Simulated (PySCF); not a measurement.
## Magnetisability: `C=CC(C=C)=NN`, C$_{5}$H$_{8}$N$_{2}$

Geometry:
```tsv
atom	x (Å)	y (Å)	z (Å)
C1	1.002	-1.158	1.317
C2	0.664	-0.005	0.754
C3	-0.372	0.159	-0.277
C4	-0.117	1.034	-1.409
C5	1.049	1.604	-1.694
N6	-1.546	-0.368	-0.245
N7	-1.936	-1.227	0.703
H8	1.752	-1.213	2.090
H9	0.587	-2.098	0.990
H10	1.147	0.914	1.068
H11	-0.975	1.186	-2.049
H12	1.929	1.453	-1.090
H13	1.167	2.242	-2.552
H14	-1.414	-1.258	1.579
H15	-2.942	-1.257	0.792
```

Method used: GIAO CAM-B3LYP/pcSseg-1 magnetisability, rotational g tensor and spin-rotation constants, non-relativistic, gas phase in PySCF 2.14.0. Geometry: GFN2-xTB.

How diamagnetic is it, and how anisotropic?

Isotropic -913 × 10⁻³⁰ J/T², or -55.0 × 10⁻⁶ cm³/mol; principal values -1177, -847, -714 × 10⁻³⁰ J/T², anisotropy 413 × 10⁻³⁰ J/T² (root of half the summed squared differences of the principal values). The susceptibility is in cgs units.

Split it along the inertial axes a, b, c into diamagnetic and paramagnetic parts about the centre of mass, with the quadrupole moment.


| axis | χ (10⁻⁶ cm³/mol) | diamagnetic (10⁻⁶ cm³/mol) | paramagnetic (10⁻⁶ cm³/mol) | summed x² of all electrons (Å²) | quadrupole Θ (D Å) |
| --- | --- | --- | --- | --- | --- |
| a | -51.5 | -389.1 | 337.6 | 141.2 | +6.67 |
| b | -44.5 | -655.5 | 611.0 | 78.5 | -0.09 |
| c | -69.0 | -932.1 | 863.1 | 13.3 | -6.58 |

Anisotropies 2χaa − χbb − χcc = +10.6 and 2χbb − χaa − χcc = +31.5 × 10⁻⁶ cm³/mol. Θ is traceless in Buckingham's convention.

And the rotational g tensor?


| axis | rotational constant (GHz) | g | nuclear part | electronic part |
| --- | --- | --- | --- | --- |
| a | 4.0837 | -0.0484 | 0.5993 | -0.6478 |
| b | 2.1627 | -0.0287 | 0.5921 | -0.6208 |
| c | 1.4541 | +0.0001 | 0.5896 | -0.5896 |

Asymmetric top; isotopes 12C, 1H, 14N; no vibrational averaging.
